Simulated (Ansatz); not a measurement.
Relaxation of CH$_{4}$FNSi (8 atoms, charge 0, multiplicity 1), to a largest force component of 0.02 eV/Å in at most 50 steps.

Method: RKS PBE0-D4/def2-SVP (Ansatz 0.2.0).

```xyz
8
Properties=species:S:1:pos:R:3
F -1.649 -1.428 1.590
C -0.673 -0.782 0.969
N -0.965 -0.122 -0.116
Si 0.512 0.646 -0.846
H 0.328 -0.901 1.423
H -1.654 0.213 -0.819
H 1.062 1.562 0.154
H 1.464 -0.406 -1.166
```

Q: Where does it end, and by what steps?

A: The forces met the threshold. After 15 steps the energy has fallen by 1.969 eV; H8 moved furthest, 0.87 Å.

| step | energy less start (eV) | largest force component (eV/Å) | accepted |
| --- | --- | --- | --- |
| 0 | 0.0000 | 3.787 | yes |
| 1 | -1.1365 | 2.383 | yes |
| 2 | -1.6115 | 1.634 | yes |
| 3 | -1.8190 | 0.535 | yes |
| 4 | -1.8417 | 0.184 | yes |
| 5 | -1.8846 | 0.353 | yes |
| 6 | -1.9142 | 0.463 | yes |
| 7 | -1.9322 | 0.562 | yes |
| 8 | -1.9279 | 0.495 | no |
| 9 | -1.9590 | 0.171 | yes |
| 10 | -1.9641 | 0.210 | yes |
| 11 | -1.9675 | 0.149 | yes |
| 12 | -1.9685 | 0.061 | yes |
| 13 | -1.9687 | 0.020 | yes |
| 14 | -1.9687 | 0.020 | yes |
| 15 | -1.9687 | 0.005 | yes |

```xyz
8
Properties=species:S:1:pos:R:3
F -1.843 -1.404 1.401
C -0.730 -0.976 0.854
N -0.714 -0.002 0.039
Si 0.665 0.537 -1.215
H 0.169 -1.538 1.125
H -1.629 0.434 -0.101
H 0.775 1.903 -0.540
H 1.731 -0.173 -0.375
```

Whether the end is a true minimum wasn't checked by a vibrational analysis.

Time of the run: 110 s on 1 thread of Intel(R) Xeon(R) Processor @ 2.50GHz (Skylake/Cascade Lake) (shared host), peak memory 0.16 GiB.
